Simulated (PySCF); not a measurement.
CH7FOSi2, SMILES F[SiH2][SiH2]CO.

The structure is a stationary point at PBE0-D3(BJ)/def2-SVP. The structure was generated by enumeration, and PubChem lists no compound with its InChIKey, so it may never have been made. The values are those of a single conformer.

Calculation: TDDFT-PBE/def2-SVPD (PySCF 2.14.0).

Vertical excitations. Gas-phase values at a fixed geometry.

| state | energy (eV) | λ (nm) | f | main pairs |
|---|---|---|---|---|
| S1 | 5.07 | 244 | 0.002 | HOMO→LUMO 99 % |
| S2 | 5.78 | 214 | 0.004 | HOMO−1→LUMO 74 %, HOMO→LUMO+1 15 % |
| S3 | 5.85 | 212 | 0.004 | HOMO→LUMO+2 66 %, HOMO→LUMO+1 33 % |
| S4 | 5.95 | 208 | 0.027 | HOMO→LUMO+1 50 %, HOMO→LUMO+2 24 %, HOMO−1→LUMO 23 % |
| S5 | 6.29 | 197 | 0.003 | HOMO→LUMO+3 96 % |
| S6 | 6.60 | 188 | 0.018 | HOMO−1→LUMO+2 87 % |
| S7 | 6.67 | 186 | 0.006 | HOMO−2→LUMO 94 % |
| S8 | 6.79 | 183 | 0.058 | HOMO−1→LUMO+1 73 % |
| S9 | 6.88 | 180 | 0.001 | HOMO−3→LUMO 59 %, HOMO→LUMO+4 40 % |
| S10 | 6.94 | 179 | 0.010 | HOMO→LUMO+5 40 %, HOMO→LUMO+4 29 %, HOMO−3→LUMO 24 % |
| T1 | 4.77 | 260 | 0 | HOMO→LUMO 98 % |
| T2 | 5.31 | 234 | 0 | HOMO−1→LUMO 95 % |
| T3 | 5.61 | 221 | 0 | HOMO→LUMO+1 88 % |
| T4 | 5.71 | 217 | 0 | HOMO→LUMO+2 87 % |
Triplets are in the Tamm–Dancoff approximation, which puts them higher than full response would, so one can lie above its singlet here.
